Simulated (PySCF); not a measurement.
(3E)-2,4-difluoropenta-1,3-diene (C5H6F2), SMILES C=C(F)/C=C(\C)F. Geometry optimised at PBE-D3(BJ)/def2-SVP. One conformer was computed; it need not be the lowest.

Computed equilibrium geometry at PBE-D3(BJ)/def2-SVP (PySCF confirms it by a frequency run) as a Z-matrix, and its point group (one conformer of several):
point group Cs.
```
C
C 1 1.3566
F 2 1.3548 1 116.76
H 1 1.1002 2 115.92 3 0.00
C 1 1.4518 4 115.14 2 180.00
C 5 1.3512 1 125.55 4 0.00
F 5 1.3590 6 118.22 1 180.00
H 6 1.0972 5 120.14 7 180.00
H 6 1.0980 8 119.48 5 180.00
C 2 1.4879 3 111.84 1 180.00
H 10 1.1013 2 111.53 3 180.00
H 10 1.1105 11 109.47 2 -121.67
H 10 1.1105 11 109.47 12 -116.67
```
